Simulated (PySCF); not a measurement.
System: C3H7O (charge -1, singlet). It need not be the lowest isomer of its formula. Whether it binds its extra electron was not tested at this geometry. 
Coordinates optimised at B3LYP-D3(BJ)/def2-TZVP (Ansatz):
```
C
H 1 1.0967
H 1 1.0967 2 106.65
C 1 1.5281 2 110.49 3 -120.13
H 4 1.0956 1 110.66 2 -61.89
H 4 1.0956 5 107.00 1 120.64
H 4 1.0963 5 107.56 6 115.33
C 1 1.5643 2 107.38 3 114.85
O 8 1.3201 1 115.12 2 -57.18
H 8 1.1452 9 115.44 1 -120.65
H 8 1.1452 10 101.95 9 125.94
```
Charge -1, spin multiplicity 1.

Dispersion corrections to the total energy (kcal/mol) from the dftd3 and dftd4 libraries through PySCF: D3(BJ) without and D4 with the three-body term, each with the damping fitted for the functional named.

```json
[
 {"functional": "BP86", "D3(BJ)": "-5.87", "D4": "-5.60"},
 {"functional": "HF", "D3(BJ)": "-33.32", "D4": "(withheld)"},
 {"functional": "PW6B95", "D3(BJ)": "-1.73", "D4": "-3.77"},
 {"functional": "TPSS", "D3(BJ)": "(withheld)", "D4": "-5.99"},
 {"functional": "TPSSh", "D3(BJ)": "-4.51", "D4": "-5.44"},
 {"functional": "PBE0", "D3(BJ)": "-3.38", "D4": "-3.66"},
 {"functional": "CAM-B3LYP", "D3(BJ)": "-2.83", "D4": "(withheld)"}
]
```

What belongs in the gaps?


- HF, D4: -17.67
- TPSS, D3(BJ): -5.00
- CAM-B3LYP, D4: -3.60
